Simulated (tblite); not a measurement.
C6H8BrFSi.
Atom-mapped SMILES: `[F:1][C:2]1=[CH:3][Si@H:4]([CH2:5][Br:6])[CH2:7][CH:8]=[CH:9]1` (hydrogens: H10 on C3; H11 on Si4; H12, H13 on C5; H14, H15 on C7; H16 on C8; H17 on C9)

Computed with GFN2-xTB (tblite), gas phase: L-BFGS steps from a force-field or distance-geometry start until the largest atomic force falls under 0.01 eV/Å.

Step 5: E = -746.0422 eV
```
atom  x, y, z in Å  |  force x, y, z in eV/Å
F1     -2.5514   -2.0371   -0.7964   -0.121  -0.060   0.026
C2     -1.6231   -1.0852   -0.5407    0.013  -0.041  -0.098
C3     -0.3503   -1.3306   -0.8463    0.029  -0.053  -0.040
Si4     0.9174   -0.0051   -0.5727    0.194  -0.174   0.047
C5      2.2582   -0.6825    0.6234    0.010  -0.064   0.019
Br6     3.6462    0.6780    0.8565   -0.056  -0.045  -0.004
C7     -0.0233    1.4274    0.2346    0.216   0.004  -0.050
C8     -1.4836    1.2006    0.3835   -0.035  -0.093  -0.011
C9     -2.1751    0.1119    0.0423    0.091   0.111   0.087
H10    -0.0843   -2.2727   -1.2967   -0.102  -0.081   0.015
H11     1.5545    0.3684   -1.8422    0.077   0.048   0.011
H12     2.7615   -1.5692    0.2365   -0.040   0.130   0.038
H13     1.8803   -0.9064    1.6233    0.052   0.044  -0.131
H14     0.1309    2.3202   -0.3700   -0.111   0.178  -0.014
H15     0.3949    1.6823    1.2109   -0.049   0.007   0.075
H16    -2.0193    2.0242    0.8262   -0.130   0.138   0.067
H17    -3.2405    0.0878    0.2178   -0.038  -0.049  -0.035
```

Step 6: E = -746.0493 eV
```
atom  x, y, z in Å  |  force x, y, z in eV/Å
F1     -2.5604   -2.0289   -0.7917   -0.059  -0.105   0.002
C2     -1.6201   -1.0873   -0.5411   -0.016   0.014  -0.083
C3     -0.3482   -1.3369   -0.8488   -0.009  -0.051  -0.036
Si4     0.9221   -0.0081   -0.5752    0.078  -0.102  -0.040
C5      2.2559   -0.6827    0.6205    0.128  -0.049   0.086
Br6     3.6464    0.6781    0.8578   -0.069  -0.048  -0.016
C7     -0.0195    1.4280    0.2332    0.094   0.033  -0.026
C8     -1.4825    1.1975    0.3818    0.102   0.173   0.085
C9     -2.1701    0.1117    0.0412   -0.069  -0.057   0.048
H10    -0.0962   -2.2848   -1.2976   -0.053  -0.033   0.023
H11     1.5646    0.3724   -1.8446    0.035   0.020   0.070
H12     2.7634   -1.5680    0.2412   -0.020   0.082  -0.020
H13     1.8856   -0.9076    1.6209   -0.009   0.048  -0.078
H14     0.1195    2.3307   -0.3621   -0.055   0.108  -0.048
H15     0.3886    1.6886    1.2130   -0.012  -0.043   0.054
H16    -2.0191    2.0242    0.8260   -0.075   0.052   0.019
H17    -3.2374    0.0851    0.2156    0.009  -0.044  -0.041
```

Step 7: E = -746.0524 eV
```
atom  x, y, z in Å  |  force x, y, z in eV/Å
F1     -2.5644   -2.0284   -0.7901    0.001  -0.077  -0.003
C2     -1.6190   -1.0881   -0.5433   -0.129   0.047  -0.025
C3     -0.3483   -1.3395   -0.8500    0.049  -0.055  -0.048
Si4     0.9262   -0.0117   -0.5758   -0.027  -0.036  -0.057
C5      2.2570   -0.6833    0.6206    0.126   0.003   0.064
Br6     3.6450    0.6771    0.8579   -0.045  -0.023  -0.014
C7     -0.0159    1.4289    0.2320    0.020   0.057  -0.008
C8     -1.4803    1.1995    0.3829   -0.006   0.003   0.027
C9     -2.1695    0.1107    0.0418    0.070   0.079   0.060
H10    -0.1009   -2.2895   -1.2976   -0.036  -0.020   0.022
H11     1.5686    0.3742   -1.8442    0.031   0.009   0.076
H12     2.7636   -1.5660    0.2423    0.024   0.004  -0.050
H13     1.8872   -0.9070    1.6186   -0.042   0.028  -0.002
H14     0.1147    2.3364   -0.3606   -0.017   0.049  -0.035
H15     0.3864    1.6897    1.2150    0.013  -0.052   0.020
H16    -2.0208    2.0257    0.8265   -0.030   0.020   0.002
H17    -3.2366    0.0834    0.2141   -0.002  -0.037  -0.030
```

Step 8: E = -746.0539 eV
```
atom  x, y, z in Å  |  force x, y, z in eV/Å
F1     -2.5659   -2.0300   -0.7896    0.026  -0.033   0.002
C2     -1.6203   -1.0877   -0.5450   -0.059   0.031  -0.011
C3     -0.3484   -1.3411   -0.8511   -0.025  -0.019  -0.022
Si4     0.9278   -0.0141   -0.5766   -0.063   0.006  -0.024
C5      2.2594   -0.6834    0.6217    0.065   0.023   0.017
Br6     3.6436    0.6762    0.8576   -0.013   0.007  -0.007
C7     -0.0137    1.4302    0.2312   -0.029   0.041  -0.003
C8     -1.4795    1.2005    0.3839    0.011   0.030   0.025
C9     -2.1682    0.1117    0.0433    0.022   0.016   0.017
H10    -0.1031   -2.2917   -1.2972   -0.027  -0.033   0.011
H11     1.5705    0.3750   -1.8426    0.038   0.008   0.060
H12     2.7641   -1.5650    0.2417    0.048  -0.033  -0.051
H13     1.8870   -0.9062    1.6176   -0.046   0.013   0.034
H14     0.1127    2.3395   -0.3610    0.000   0.018  -0.017
H15     0.3859    1.6890    1.2162    0.024  -0.047  -0.002
H16    -2.0224    2.0270    0.8270    0.003  -0.007  -0.009
H17    -3.2365    0.0821    0.2130    0.023  -0.020  -0.021
```

Task: Estimate the geometry and energy of step 9. (The exact step hangs on the optimiser's Hessian estimate; all steps are aligned on step 8, rigid shifts and turns removed.)

Result: E = -746.0548 eV, largest force 0.062 eV/Å
```
atom  x, y, z in Å  |  force x, y, z in eV/Å
F1     -2.5662   -2.0315   -0.7893    0.029  -0.002   0.008
C2     -1.6217   -1.0871   -0.5463   -0.010   0.008  -0.002
C3     -0.3493   -1.3421   -0.8520   -0.046   0.002  -0.011
Si4     0.9276   -0.0154   -0.5773   -0.057   0.018   0.018
C5      2.2620   -0.6831    0.6226   -0.004   0.008  -0.019
Br6     3.6425    0.6759    0.8573    0.012   0.029  -0.001
C7     -0.0130    1.4316    0.2307   -0.035   0.021  -0.004
C8     -1.4788    1.2017    0.3850   -0.005   0.003   0.007
C9     -2.1673    0.1124    0.0445    0.011   0.001  -0.007
H10    -0.1048   -2.2936   -1.2968   -0.027  -0.031   0.008
H11     1.5723    0.3757   -1.8406    0.042   0.009   0.043
H12     2.7652   -1.5649    0.2404    0.046  -0.026  -0.033
H13     1.8860   -0.9054    1.6175   -0.029   0.006   0.026
H14     0.1116    2.3416   -0.3616    0.010   0.004  -0.003
H15     0.3861    1.6877    1.2169    0.030  -0.037  -0.016
H16    -2.0233    2.0277    0.8271    0.011  -0.006  -0.005
H17    -3.2359    0.0810    0.2120    0.023  -0.006  -0.009
```

The energy changes by -0.0009 eV. The first-order estimate −F·Δx gives -0.0012 eV and the mean of the old and new forces, exact on a quadratic surface, -0.0009 eV. The step makes an angle of 40° with the force vector and moves no atom by more than 0.003 Å.

The cost below is that of the whole relaxation. Time: 1.2 s of wall time. Hardware: one thread, Arm Neoverse N1 (aarch64), shared host.
